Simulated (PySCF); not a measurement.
Species: C4H14BPSi.
Geometry (PBE0-D3(BJ)/def2-SVP, Å), atoms numbered from 1 in this order:
```xyz
21
C4H14BPSi angstrom
B      3.8931    0.4568   -0.6965
P      2.3000    0.8156    0.1694
Si     0.8874   -0.8877   -0.2364
C     -0.9021   -0.3745    0.1659
C     -1.8104   -1.5798   -0.0933
C     -0.9847    0.0393    1.6376
C     -1.3066    0.7960   -0.7320
H      4.9467    0.7287   -0.1752
H      3.8471    0.0741   -1.8411
H      2.5630    0.7666    1.5635
H      1.2609   -2.0958    0.5652
H      1.0439   -1.1859   -1.6932
H     -1.5351   -2.4462    0.5300
H     -2.8588   -1.3250    0.1421
H     -1.7786   -1.8994   -1.1477
H     -2.0216    0.3124    1.9014
H     -0.6759   -0.7747    2.3138
H     -0.3516    0.9162    1.8507
H     -0.6615    1.6747   -0.5710
H     -1.2520    0.5318   -1.8004
H     -2.3463    1.1000   -0.5181
```

All values: PBE0/pcSseg-1 and CAM-B3LYP/def2-SVPD (PySCF, non-relativistic), on one gas-phase PBE0-D3(BJ)/def2-SVP geometry that isn't relaxed in the solvent. The solvent is an IEF-PCM continuum (Bondi radii, 1.10 Å for H, scaled by 1.2). The model holds no explicit solvent molecules, cavitation or dispersion.

Gas phase at PBE0/pcSseg-1: HOMO -7.22 eV, LUMO -1.60 eV, dipole 1.86 D.

Task: What does the continuum do to the energy, the frontier levels and the dipole at PBE0/pcSseg-1 in chloroform and acetone?

Result: 
| solvent | ε | E(solvent) − E(gas) (kJ/mol) | polarisation term (kJ/mol) | distortion of the solute (kJ/mol) | HOMO (eV) | LUMO (eV) | dipole (D) |
| --- | --- | --- | --- | --- | --- | --- | --- |
| chloroform | 4.711 | -4.92 | -5.42 | 0.50 | -7.19 | -1.59 | 2.26 |
| acetone | 20.49 | -6.64 | -7.60 | 0.96 | -7.20 | -1.61 | 2.41 |

The polarisation term is half the interaction of the solute with the surface charges that it induces; the rest is the cost of distorting the solute's density. The sum is the electrostatic part of solvation alone. From chloroform to acetone the lowering changes by a factor 1.35, Onsager's factor (ε − 1)/(2ε + 1) by 1.30 and ε itself by 4.3.

Task: Which radius a makes the point-dipole formula ΔE = −[(ε − 1)/(2ε + 1)]·μ²/a³ give the value in acetone, with the gas-phase dipole?

Result: μ = 0.730 au and |ΔE| = 0.00253 Eh give a = 2.44 Å; the farthest nucleus lies 4.93 Å from the centroid of the nuclei, so such a sphere wouldn't even hold the nuclei. The formula assumes a rigid point dipole at the centre of a sphere.

Task: Give the dipole vector in the frame of the coordinates (D, pointing from negative to positive charge), gas and acetone.

Result: Gas (-1.55, -0.70, 0.73), solvent (-1.94, -0.95, 1.06). Its length changes by +30 % and its direction by 3°.

Task: Which Hirshfeld charges (PBE0/pcSseg-1) respond most in acetone (means over atoms taken as equivalent)?

Result: 
| atoms | environment | gas (e) | solvent (e) | change |
| --- | --- | --- | --- | --- |
| H10 | P–H hydrogen | +0.001 | +0.011 | +0.010 |
| P2 | three-coordinate phosphorus | -0.011 | -0.020 | -0.009 |
| B1 | three-coordinate boron | +0.047 | +0.041 | -0.006 |
| Si3 | SiH2 silicon | +0.290 | +0.294 | +0.004 |
| H8/H9 | B–H hydrogen | -0.056 | -0.060 | -0.004 |
| C4 | sp3 carbon bound to silicon | -0.056 | -0.054 | +0.002 |
| H13 (×9) | methyl hydrogen | +0.037 | +0.039 | +0.002 |
| C5/C6/C7 | methyl carbon | -0.116 | -0.117 | -0.001 |

Gas phase at CAM-B3LYP/def2-SVPD: HOMO -8.39 eV, LUMO -0.52 eV, dipole 1.74 D.

Task: What does the continuum do to the energy, the frontier levels and the dipole at CAM-B3LYP/def2-SVPD in acetone?

Result: 
```
solvent      ε  E(solvent) − E(gas) (kJ/mol)  polarisation term (kJ/mol)  distortion of the solute (kJ/mol)  HOMO (eV)  LUMO (eV)  dipole (D)
acetone  20.49                         -6.27                       -7.29                               1.02      -8.34      -0.51        2.30
```

Task: How does the static polarisability (CAM-B3LYP/def2-SVPD, frozen core, with the continuum's full static response) change?

Result: 
| medium | isotropic (au) | principal values (au) | ⟨r²⟩ of the electrons (bohr²) |
| --- | --- | --- | --- |
| gas | 122.4 | 103.0, 111.4, 152.6 | 1493.9 |
| acetone | 170.7 | 149.1, 162.5, 200.3 | 1494.7 |

The isotropic value in acetone is 1.39 times the gas-phase one; no cavity-field correction is applied. ⟨r²⟩ is taken about the centre of nuclear charge.
